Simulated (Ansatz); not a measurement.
Cl₃HHfO (`[OH][Hf]([Cl])([Cl])[Cl]`). Charge 0, multiplicity 1. Hf: def2 effective core potential.

| atom | x (Å) | y (Å) | z (Å) |
| --- | --- | --- | --- |
| O1 | -1.050 | -0.964 | -0.398 |
| Hf2 | 0.284 | 0.262 | 0.108 |
| Cl3 | 0.955 | -0.191 | 2.300 |
| Cl4 | 2.111 | 0.050 | -1.335 |
| Cl5 | -0.575 | 2.431 | -0.022 |
| H6 | -1.724 | -1.587 | -0.654 |

Problem. What are the harmonic wavenumbers in cm⁻¹ at PBE0-D4/def2-TZVP (Ansatz, finite differences of forces, unscaled)? (Best estimate.)

Solution. Ansatz gave: 97, 97, 104, 148, 148, 244, 244, 377, 386, 386, 740, 4004.

Problem. Is this a minimum?

Solution. Yes, all 12 modes are real.

Problem. Give the ideal-gas thermochemistry at 298.15 K and 1 bar (rigid rotor, harmonic oscillator; point group C3v, symmetry number 3).

Solution. Zero-point energy 41.7 kJ/mol; H(298) − E = 66.2 kJ/mol; entropy 389.9 J/(mol·K), of which translation 180.1, rotation 114.7, vibration 95.1; G(298) − E = -50.0 kJ/mol. Modes under 100 cm⁻¹ are hindered rotations or soft bends, so the harmonic entropy is rough.
